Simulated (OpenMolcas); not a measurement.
Computed levels of 5s² 5p³ in ions with 51 electrons, in cm-1 above ⁴S°_3/2.

| Item | Value |
| --- | --- |
| Program | OpenMolcas 26.06 |
| Method | SS-CASPT2, IPEA 0.25 Eh, imaginary shift 0.1 Eh |
| Basis | ANO-R2 |
| Scalar Hamiltonian | X2C, finite nucleus |
| Spin-orbit coupling | RASSI with atomic mean-field integrals over the reference wave functions, term energies averaged over their components |

Active space for each ion: 3 electrons in 3 orbitals (5p); closed shells correlated by CASPT2: 4d 5s.

| Level | Te+ | Xe3+ |
| --- | --- | --- |
| ²D°_3/2 | 11480 | 14030 |
| ²D°_5/2 | 13280 | 17790 |
| ²P°_1/2 | 22100 | 29040 |
| ²P°_3/2 | 24770 | 35250 |

Task: Estimate ²D°_3/2, ²D°_5/2 for I2+ from its neighbours Te+ and Xe3+.

Result: ²D°_3/2 is another term, which grows about linearly with the charge: (11480 + 14030) / 2 = 12755. The calculation gives 12740, so the estimate is off by +0.1 %.
²D°_5/2 is another term, which grows about linearly with the charge: (13280 + 17790) / 2 = 15535. The calculation gives 15460, so the estimate is off by +0.5 %.

CASPT2 does not keep the components of a term degenerate, so their means are used; among the terms shown or strongly mixed into the levels shown the widest spread is 170 cm-1 (5s² 5p³ ²D°, Te+). With the s shell closed, the reference lacks s² → p² mixing. Only configurations of the active space appear.

° marks odd parity.
